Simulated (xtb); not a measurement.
C₂H₄N₂OSi, SMILES O[SiH]1N=CC=N1. All values are semi-empirical tight-binding results from xtb (GFN2-xTB unless named), good for trends rather than for accurate numbers. The structure is a stationary point at GFN2-xTB. This is a generated structure with no PubChem entry under its InChIKey; it may be hypothetical. Other conformers were not sampled.

Optimised geometry:

```xyz
10

O      1.9567    -0.2215     0.7710
Si     0.6414    -0.5248    -0.1154
N     -0.8765    -0.6856     0.7945
C     -1.6968     0.1535     0.3282
C     -1.1698     1.0375    -0.7507
N      0.0351     0.8437    -1.0742
H      1.9885     0.5175     1.3750
H      0.9538    -1.6846    -0.9099
H     -2.7113     0.2312     0.6972
H     -1.7745     1.8022    -1.2213
```

| Property | Result |
|---|---|
| point group as xtb finds it | Cs |
| orbital gap | 1.75 eV |
| dipole moment | 2.03 D |
| zero-point energy | 39.6 kcal/mol |
| G − E(el) at 298.15 K (modified RRHO) | 20.8 kcal/mol |
| static polarisability (D4 model) | 66.9 bohr³ |
| solvation energy, GFN2-xTB/ALPB(water) | -7.2 kcal/mol |
| solvation energy, GFN2-xTB/ALPB(methanol) | -7.0 kcal/mol |

Computed atomic charges and the Wiberg bond orders between heavy atoms:
charges (e) O1 -0.45, Si2 0.62, N3 -0.33, C4 0.07, C5 0.07, N6 -0.33, H7 0.32, H8 -0.04, H9 0.04, H10 0.04. Bond orders O1–Si2 1.19, Si2–N3 0.92, N3–C4 1.92, C4–C5 1.02, Si2–N6 0.92, C5–N6 1.92.
